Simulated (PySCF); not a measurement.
## Mo: excitation energy

Mo [Kr] 4d5 5s1 (7S) → Mo [Kr] 4d6 (5D), as a difference of total energies. All numbers are calculated (PySCF 2.14, a scalar-relativistic core potential, in aug-cc-pVTZ-PP with ECP28MDF). The calculations carry no spin-orbit coupling.

```
   method  excitation energy (eV)
      LDA                   3.104
      PBE                   3.088
   r2SCAN                   3.668
     MN15                   2.738
BHandHLYP                   3.000
     TPSS                   3.082
     BLYP                   2.700
```
